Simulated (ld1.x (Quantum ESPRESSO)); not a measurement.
Transferability test, TM potential for neodymium (Nd)

* Element: Nd (Z = 60)
* Generator: ld1.x (Quantum ESPRESSO) 7.5
* Type: norm-conserving Troullier–Martins (Kleinman–Bylander form)
* Functional: LDA (PZ)
* Relativity: scalar-relativistic
* Frozen core: [Xe] 4f3
* Valence charge: 3
* Reference configuration: 5d1 6s2 6p0
* Partial waves: 6s (bound): rc 2.85 bohr; 5d (bound): rc 3.00 bohr; 6p (bound, empty): rc 3.30 bohr
* Local potential: the p channel
* Core correction: none

Energies are relative to the spin-unpolarised reference configuration 5d1 6s2 6p0; without spin polarisation the order of configurations can differ from experiment.

```
valence configuration  charge  ΔE all-electron (eV)  error AE − PS (meV)
          5d1 6s1 6p0      +1                 6.469                 +9.0
          5d1 6s0 6p0      +2                18.173                 +115
        5d1 6s1.5 6p0    +0.5                 2.607                 +0.9
          5d0 6s2 6p0      +1                 6.516                 +155
          5d2 6s0 6p0      +1                 6.963                 +121
      5d1.5 6s1.5 6p0       0                 0.533                  +13
```

(1) What are ΔE and the potential's error for 5d2 6s1 6p0?

Note: ghost state, extra bound levels that the all-electron valence spectrum of the same l lacks: s at -43.0 eV. A true bound ghost makes a file unfit for plane-wave use.

## Answers

(1) ΔE = 1.171 eV all-electron; the error (AE − PS) is +42 meV.
